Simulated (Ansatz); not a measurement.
Gas-phase electronic energies from Ansatz, PBE0-D4/def2-TZVP geometries. CCSD(T)/CBS adds triple-zeta CCSD(T) − MP2 to the extrapolated MP2 energy (def2 sets, frozen cores). This one scheme is used for every species. DFT in def2-TZVPP. For Br, Zn outer-core shells are correlated without core-valence functions, which leaves a few kJ/mol of doubt a bond. Scalar relativity is left out up to krypton.

Consider the hydrogenolysis of a Zn–Cl bond: `[Cl][Zn][Br]` + H₂ → `[ZnH][Br]` + HCl.

```json
{"species": "`[Cl][Zn][Br]`", "r2SCANh energy (Eh)": "-4813.80702"}
{"species": "H₂", "r2SCANh energy (Eh)": "-1.17097"}
{"species": "`[ZnH][Br]`", "r2SCANh energy (Eh)": "-4354.15496"}
{"species": "HCl", "r2SCANh energy (Eh)": "-460.78455"}
```

Question: Work out ΔE.

Answer: ΔE = (-4354.15496) + (-460.78455) − (-4813.80702) − (-1.17097) = 0.03848 Eh = +101.0 kJ/mol. CCSD(T)/CBS gives +109.5 kJ/mol.

Largest T1 diagnostic among the species: 0.012.

Leaving LDA and LC-ωPBE aside and taking each functional with its dispersion term where it has one, the values, not all of them listed here, spread over 13.2 kJ/mol, from B97M-V to BHLYP-D4. LDA lies −6.4 kJ/mol from PBE without D4. The D4 term adds +3.7 kJ/mol with B3LYP and +2.0 kJ/mol with PBE0; it sums over pairs of atoms, weighted by their polarisabilities, and B3LYP, whose exchange is more repulsive, gets the larger term.

B3LYP here is the variant with VWN-RPA as its local correlation; programs differ in this.
